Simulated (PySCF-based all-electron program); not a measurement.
Values are calculated unless marked as measured or tabulated.
## Forces on CH5Sc, singlet in several shapes

Method: all-electron DFT (in-house code on PySCF), basis-limit composite values; spin-free X2C or the spin-free Dirac equation, no spin–orbit coupling, spin-restricted. Forces are good to about 0.020 eV/Å. In part, the step from PBE was taken on X2C orbitals. Atoms are numbered as listed.

Shape A (spin-free X2C):

```tsv
atom	x (Å)	y (Å)	z (Å)
Sc	-0.2137	-1.1444	-0.1169
C	0.1802	0.9854	0.1003
H	-1.2384	-1.9639	1.1847
H	0.4599	-2.0235	-1.5924
H	-0.2761	1.4194	1.0249
H	1.2622	1.1660	0.1599
H	-0.1741	1.5610	-0.7604
```

PBE forces:

```
atom      Fx      Fy  Fz (eV/Å)
 Sc1  -0.022   0.156      0.089
  C2  -0.227  -0.184      0.543
  H3   0.054   0.006     -0.083
  H4  -0.024   0.013      0.042
  H5   0.140  -0.183     -0.394
  H6   0.229   0.020      0.023
  H7  -0.150   0.171     -0.220
```

**Question.** What forces does r2SCAN give in shape A?

**Answer.** The forces move by 0.164 eV/Å (r.m.s. over the atoms) from PBE.

```csv
atom,Fx,Fy,Fz (eV/Å)
Sc1,-0.025,0.165,0.092
C2,-0.189,-0.041,0.552
H3,0.079,0.032,-0.110
H4,-0.035,0.042,0.074
H5,0.241,-0.257,-0.591
H6,0.001,-0.004,0.012
H7,-0.071,0.063,-0.028
```

Shape B (the spin-free Dirac equation):

```xyz
7

Sc    0.0000    0.0000    0.0000
C     0.0000    0.0000    1.9431
H     1.6161    0.0000   -0.8775
H    -1.6161    0.0000   -0.8775
H     0.0000    1.0276    2.3520
H    -0.8899   -0.5138    2.3520
H     0.8899   -0.5138    2.3520
```

Against shape A, Sc1–C2 goes from 2.177 to 1.943 Å, C2–H5 goes from 1.119 to 1.106 Å, C2–H7 goes from 1.094 to 1.106 Å.

PBE forces:

| atom | Fx | Fy | Fz (eV/Å) |
| --- | --- | --- | --- |
| Sc1 | 0.000 | 0.047 | -3.460 |
| C2 | 0.000 | -0.122 | 3.317 |
| H3 | 0.146 | -0.014 | 0.004 |
| H4 | -0.146 | -0.014 | 0.004 |
| H5 | 0.000 | -0.019 | 0.066 |
| H6 | -0.032 | 0.062 | 0.035 |
| H7 | 0.032 | 0.062 | 0.035 |

**Question.** What forces does r2SCAN give in shape B?

**Answer.** The forces move by 0.194 eV/Å (r.m.s. over the atoms) from PBE.

```json
{"atom": "Sc1", "Fx": "0.000", "Fy": "0.043", "Fz (eV/Å)": "-3.573"}
{"atom": "C2", "Fx": "0.000", "Fy": "-0.127", "Fz (eV/Å)": "3.601"}
{"atom": "H3", "Fx": "0.121", "Fy": "-0.013", "Fz (eV/Å)": "0.033"}
{"atom": "H4", "Fx": "-0.121", "Fy": "-0.013", "Fz (eV/Å)": "0.033"}
{"atom": "H5", "Fx": "0.000", "Fy": "-0.240", "Fz (eV/Å)": "-0.011"}
{"atom": "H6", "Fx": "0.161", "Fy": "0.175", "Fz (eV/Å)": "-0.042"}
{"atom": "H7", "Fx": "-0.161", "Fy": "0.175", "Fz (eV/Å)": "-0.042"}
```
